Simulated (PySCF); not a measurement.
## Atomic charges against the basis set

Species: C₃H₅BF₂S.
Numbering: `[CH3:1][S:2]/[C:3]([BH:4][F:5])=[CH:6]\[F:7]` (hydrogens: H8, H9, H10 on C1; H11 on B4; H12 on C6)

PBE0 throughout (PySCF), one geometry, spherical d and f functions. One conformer (not necessarily the lowest) at the PBE0-D3(BJ)/def2-SVP geometry, without solvent, vibrations or thermal averaging. The first 7 of 10 kinds of atom are listed.

Mulliken charges (e):

```
        basis  functions      C1      S2      C3      B4      F5      C6      F7
       STO-3G         44  -0.318  +0.181  -0.252  +0.230  -0.101  +0.026  -0.059
        6-31G         77  -0.753  +0.379  -0.530  +0.513  -0.309  +0.173  -0.280
     pcSseg-0         77  -0.914  +0.354  -0.843  +0.688  -0.322  +0.260  -0.324
       6-31G*        112  -0.695  +0.181  -0.326  +0.394  -0.257  +0.169  -0.265
      cc-pVDZ        127  -0.187  -0.004  -0.237  +0.212  -0.094  +0.210  -0.139
     def2-SVP        127  -0.161  -0.041  -0.205  +0.213  -0.113  +0.211  -0.176
  aug-cc-pVDZ        210  +0.257  +0.277  -0.074  -0.213  -0.449  +0.984  -0.436
6-311+G(2d,p)        227  -0.523  -0.171  +0.524  +0.359  -0.371  -0.274  -0.262
    def2-TZVP        253  -0.369  -0.041  -0.057  +0.190  -0.230  +0.077  -0.154
      cc-pVTZ        284  -0.283  -0.038  -0.116  +0.190  -0.192  +0.108  -0.124
     IGLO-III        304  -0.531  +0.205  -0.194  +0.455  -0.351  +0.123  -0.218
     pcSseg-2        329  -0.118  +0.003  -0.273  +0.572  -0.338  +0.234  -0.229
```

IAO charges (e):

```json
{"basis": "STO-3G", "functions": "44", "C1": "-0.492", "S2": "+0.254", "C3": "-0.338", "B4": "+0.220", "F5": "-0.136", "C6": "+0.041", "F7": "-0.071"}
{"basis": "6-31G", "functions": "77", "C1": "-0.517", "S2": "+0.145", "C3": "-0.309", "B4": "+0.336", "F5": "-0.287", "C6": "+0.161", "F7": "-0.219"}
{"basis": "pcSseg-0", "functions": "77", "C1": "-0.514", "S2": "+0.149", "C3": "-0.324", "B4": "+0.324", "F5": "-0.272", "C6": "+0.171", "F7": "-0.207"}
{"basis": "6-31G*", "functions": "112", "C1": "-0.502", "S2": "+0.168", "C3": "-0.336", "B4": "+0.369", "F5": "-0.294", "C6": "+0.197", "F7": "-0.230"}
{"basis": "cc-pVDZ", "functions": "127", "C1": "-0.499", "S2": "+0.171", "C3": "-0.325", "B4": "+0.352", "F5": "-0.292", "C6": "+0.190", "F7": "-0.230"}
{"basis": "def2-SVP", "functions": "127", "C1": "-0.490", "S2": "+0.177", "C3": "-0.329", "B4": "+0.355", "F5": "-0.290", "C6": "+0.192", "F7": "-0.230"}
{"basis": "aug-cc-pVDZ", "functions": "210", "C1": "-0.506", "S2": "+0.168", "C3": "-0.321", "B4": "+0.359", "F5": "-0.303", "C6": "+0.190", "F7": "-0.244"}
{"basis": "6-311+G(2d,p)", "functions": "227", "C1": "-0.514", "S2": "+0.181", "C3": "-0.329", "B4": "+0.364", "F5": "-0.305", "C6": "+0.190", "F7": "-0.245"}
{"basis": "def2-TZVP", "functions": "253", "C1": "-0.517", "S2": "+0.186", "C3": "-0.334", "B4": "+0.368", "F5": "-0.307", "C6": "+0.195", "F7": "-0.244"}
{"basis": "cc-pVTZ", "functions": "284", "C1": "-0.515", "S2": "+0.178", "C3": "-0.331", "B4": "+0.367", "F5": "-0.305", "C6": "+0.194", "F7": "-0.242"}
{"basis": "IGLO-III", "functions": "304", "C1": "-0.518", "S2": "+0.189", "C3": "-0.332", "B4": "+0.366", "F5": "-0.307", "C6": "+0.190", "F7": "-0.246"}
{"basis": "pcSseg-2", "functions": "329", "C1": "-0.517", "S2": "+0.183", "C3": "-0.334", "B4": "+0.368", "F5": "-0.307", "C6": "+0.195", "F7": "-0.244"}
```

Hirshfeld charges (e):

| basis | functions | C1 | S2 | C3 | B4 | F5 | C6 | F7 |
| --- | --- | --- | --- | --- | --- | --- | --- | --- |
| STO-3G | 44 | -0.041 | +0.039 | -0.130 | +0.137 | -0.037 | +0.038 | -0.011 |
| 6-31G | 77 | -0.098 | -0.020 | -0.124 | +0.191 | -0.114 | +0.065 | -0.061 |
| pcSseg-0 | 77 | -0.103 | +0.012 | -0.134 | +0.186 | -0.109 | +0.065 | -0.054 |
| 6-31G* | 112 | -0.098 | -0.032 | -0.120 | +0.193 | -0.108 | +0.065 | -0.051 |
| cc-pVDZ | 127 | -0.114 | +0.009 | -0.131 | +0.184 | -0.101 | +0.058 | -0.045 |
| def2-SVP | 127 | -0.117 | +0.021 | -0.131 | +0.191 | -0.107 | +0.060 | -0.055 |
| aug-cc-pVDZ | 210 | -0.131 | +0.033 | -0.137 | +0.205 | -0.119 | +0.054 | -0.064 |
| 6-311+G(2d,p) | 227 | -0.123 | +0.030 | -0.140 | +0.211 | -0.126 | +0.056 | -0.066 |
| def2-TZVP | 253 | -0.125 | +0.023 | -0.135 | +0.206 | -0.122 | +0.058 | -0.062 |
| cc-pVTZ | 284 | -0.126 | +0.018 | -0.133 | +0.203 | -0.117 | +0.059 | -0.056 |
| IGLO-III | 304 | -0.131 | +0.044 | -0.136 | +0.206 | -0.123 | +0.052 | -0.067 |
| pcSseg-2 | 329 | -0.131 | +0.028 | -0.134 | +0.210 | -0.123 | +0.057 | -0.064 |

ESP-fitted charges (e):

```
        basis  functions      C1      S2      C3      B4      F5      C6      F7
       STO-3G         44  -0.311  -0.047  -0.026  +0.305  -0.110  -0.091  -0.009
        6-31G         77  -0.420  -0.140  -0.139  +0.575  -0.295  +0.024  -0.116
     pcSseg-0         77  -0.447  -0.122  -0.188  +0.605  -0.289  +0.032  -0.119
       6-31G*        112  -0.495  -0.108  -0.135  +0.478  -0.218  -0.047  -0.051
      cc-pVDZ        127  -0.461  -0.074  -0.165  +0.446  -0.218  -0.017  -0.063
     def2-SVP        127  -0.434  -0.081  -0.167  +0.470  -0.231  +0.002  -0.079
  aug-cc-pVDZ        210  -0.519  -0.068  -0.141  +0.461  -0.232  -0.033  -0.075
6-311+G(2d,p)        227  -0.549  -0.055  -0.143  +0.473  -0.242  -0.050  -0.074
    def2-TZVP        253  -0.512  -0.064  -0.133  +0.465  -0.238  -0.050  -0.069
      cc-pVTZ        284  -0.493  -0.073  -0.132  +0.463  -0.233  -0.050  -0.063
     IGLO-III        304  -0.558  -0.035  -0.165  +0.478  -0.240  -0.034  -0.076
     pcSseg-2        329  -0.508  -0.074  -0.125  +0.479  -0.247  -0.042  -0.079
```

Q: Which scheme is steadiest as the basis changes?

A: Largest range over the bases for any column: Hirshfeld 0.09 e, IAO 0.17 e, ESP-fitted 0.30 e, Mulliken 1.37 e. Hirshfeld charges move least and Mulliken charges most, counted in e. Without the minimal STO-3G basis the ranges are Hirshfeld 0.08, IAO 0.04, ESP-fitted 0.16, Mulliken 1.37 e.

Q: How much do the charges still move between the two largest bases, IGLO-III and pcSseg-2?

A: At most, over all atoms: Mulliken 0.413 e, IAO 0.006 e, Hirshfeld 0.016 e, ESP-fitted 0.050 e.

Q: What do the same runs give for the total energy, the frontier levels and the dipole moment?

A: 
| basis | energy (Eh) | HOMO (eV) | LUMO (eV) | μ (D) |
| --- | --- | --- | --- | --- |
| STO-3G | -730.6184 | -3.09 | 1.98 | 0.51 |
| 6-31G | -739.4396 | -6.35 | -1.49 | 1.38 |
| pcSseg-0 | -738.3323 | -6.53 | -1.67 | 1.45 |
| 6-31G* | -739.5486 | -6.17 | -1.17 | 1.08 |
| cc-pVDZ | -739.5937 | -6.24 | -1.34 | 0.86 |
| def2-SVP | -739.1935 | -6.26 | -1.42 | 0.95 |
| aug-cc-pVDZ | -739.6197 | -6.43 | -1.54 | 0.98 |
| 6-311+G(2d,p) | -739.6958 | -6.43 | -1.55 | 0.96 |
| def2-TZVP | -739.7313 | -6.38 | -1.48 | 0.89 |
| cc-pVTZ | -739.7210 | -6.37 | -1.45 | 0.88 |
| IGLO-III | -739.7352 | -6.36 | -1.50 | 0.85 |
| pcSseg-2 | -739.7374 | -6.43 | -1.54 | 0.98 |

The dipole is fixed by the density alone, so its range of 0.94 D shows that the density itself changes with the basis, not only its division among atoms.
